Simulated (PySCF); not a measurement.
Coordinates in bohr (charge 0 multiplicity 1):
```
Tm    0.0000    0.0000   -0.0174
H     3.6420    0.0000    0.7469
H    -1.8210    3.1540    0.7469
H    -1.8210   -3.1540    0.7469
```

Method: PBE0/[Tm lcecp-1-TZVP with ECP58, H def2-TZVP], scalar-relativistic core potentials, density fitting, no spin–orbit coupling, PySCF.

This geometry of TmH₃ is a stationary point at this level.

Question: What is the point group?

Answer: C3v.

Question: Is it a minimum?

Answer: Yes: all harmonic wavenumbers are real.

Question: List the harmonic modes with their infrared intensities.

Answer: 
```csv
symmetry,ω (cm⁻¹),"IR (km/mol, summed over degenerate members)"
a1,213,707
e,567,199
e,1460,1484
a1,1534,23.3
```

Question: Give the atomic charges and bond orders.

Answer: 
```json
{"atom": "Tm1", "Mulliken": "0.80", "Löwdin": "0.66", "polar tensor": "1.55", "Mayer order to Tm1": "–"}
{"atom": "H2,3,4", "Mulliken": "-0.27", "Löwdin": "-0.22", "polar tensor": "-0.52", "Mayer order to Tm1": "0.92"}
```

In C3v the vibrations span 2a1 + 2e.

Only a few start shapes were tried, so a lower isomer may exist. The 4f shell sits in the core potential, so its spin is not counted.
